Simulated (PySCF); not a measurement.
Compound: C6H10Si2.
Atom-mapped SMILES: `[SiH3:1][c:2]1[cH:3][cH:4][c:5]([SiH3:6])[cH:7][cH:8]1` (hydrogens: H9, H10, H11 on Si1; H12 on C3; H13 on C4; H14, H15, H16 on Si6; H17 on C7; H18 on C8)

The same species was optimised twice, with GFN2-xTB and with PBE0-D3(BJ)/def2-SVP (PySCF), and the same property calculations (PySCF, gas phase) were run on both structures.

```tsv
coordinate	GFN2-xTB	PBE0-D3(BJ)/def2-SVP	change
C3–C4 (Å)	1.382	1.395	+0.013
C2–C8 (Å)	1.393	1.404	+0.011
C5–C7 (Å)	1.393	1.404	+0.011
C7–C8 (Å)	1.381	1.391	+0.010
C2–C3 (Å)	1.392	1.401	+0.009
C4–C5 (Å)	1.392	1.401	+0.009
C5–Si6 (Å)	1.886	1.880	-0.006
Si1–C2 (Å)	1.885	1.880	-0.005
Si1–C2–C3 (°)	121.9	121.2	-0.7
C4–C5–Si6 (°)	122.0	121.2	-0.8
C4–C5–C7 (°)	117.5	118.0	+0.5
C3–C2–C8 (°)	117.5	118.0	+0.5
Si1–C2–C8 (°)	120.5	120.9	+0.4
Si6–C5–C7 (°)	120.5	120.8	+0.3
C3–C4–C5 (°)	121.2	121.0	-0.2
C5–C7–C8 (°)	121.3	121.0	-0.3
```

Rotational constants: A = 5159, B = 649.8, C = 584.8 MHz (GFN2-xTB) against A = 5051, B = 647.4, C = 581.7 MHz (PBE0-D3(BJ)/def2-SVP).

On the GFN2-xTB structure: lowest triplet, Tamm–Dancoff (eV) 4.01 [CAM-B3LYP/def2-SVPD]; isotropic polarisability (au) 123.7 [CAM-B3LYP/def2-SVPD]; HOMO (eV) -8.60 [CAM-B3LYP/def2-SVPD]; LUMO (eV) 0.11 [CAM-B3LYP/def2-SVPD]; dipole (D) 0.02 [CAM-B3LYP/def2-SVPD]; HOMO (eV) -7.46 [PBE0/pcSseg-1]; LUMO (eV) -0.97 [PBE0/pcSseg-1]; dipole (D) 0.01 [PBE0/pcSseg-1]; GIAO shielding of Si1/Si6 (mean) (ppm) 418.0 [PBE0/pcSseg-1]; GIAO shielding of C2/C5 (mean) (ppm) 50.2 [PBE0/pcSseg-1]; GIAO shielding of C3/C4/C7/C8 (mean) (ppm) 46.3 [PBE0/pcSseg-1].

Question: What do these properties become on the PBE0-D3(BJ)/def2-SVP structure?

Answer: 
| property | level | on GFN2-xTB | on PBE0-D3(BJ)/def2-SVP | change |
| --- | --- | --- | --- | --- |
| lowest triplet, Tamm–Dancoff (eV) | CAM-B3LYP/def2-SVPD | 4.01 | 3.90 | -0.11 |
| isotropic polarisability (au) | CAM-B3LYP/def2-SVPD | 123.7 | 126.9 | +3.2 |
| HOMO (eV) | CAM-B3LYP/def2-SVPD | -8.60 | -8.64 | -0.04 |
| LUMO (eV) | CAM-B3LYP/def2-SVPD | 0.11 | -0.05 | -0.16 |
| dipole (D) | CAM-B3LYP/def2-SVPD | 0.02 | 0.02 | 0.00 |
| energy, GFN2-xTB geometry as zero (kcal/mol) | CAM-B3LYP/def2-SVPD | 0.0 | -1.3 | -1.3 |
| HOMO (eV) | PBE0/pcSseg-1 | -7.46 | -7.50 | -0.04 |
| LUMO (eV) | PBE0/pcSseg-1 | -0.97 | -1.13 | -0.16 |
| dipole (D) | PBE0/pcSseg-1 | 0.01 | 0.02 | +0.01 |
| energy, GFN2-xTB geometry as zero (kcal/mol) | PBE0/pcSseg-1 | 0.0 | -1.2 | -1.2 |
| GIAO shielding of Si1/Si6 (mean) (ppm) | PBE0/pcSseg-1 | 418.0 | 415.5 | -2.5 |
| GIAO shielding of C2/C5 (mean) (ppm) | PBE0/pcSseg-1 | 50.2 | 48.7 | -1.5 |
| GIAO shielding of C3/C4/C7/C8 (mean) (ppm) | PBE0/pcSseg-1 | 46.3 | 43.2 | -3.1 |

The heavy atoms differ by 0.013 Å rms after alignment. Among bonds between heavy atoms C3–C4 changes most (+0.013 Å). Changes are differences of the printed values. Neither structure is proved a minimum here.
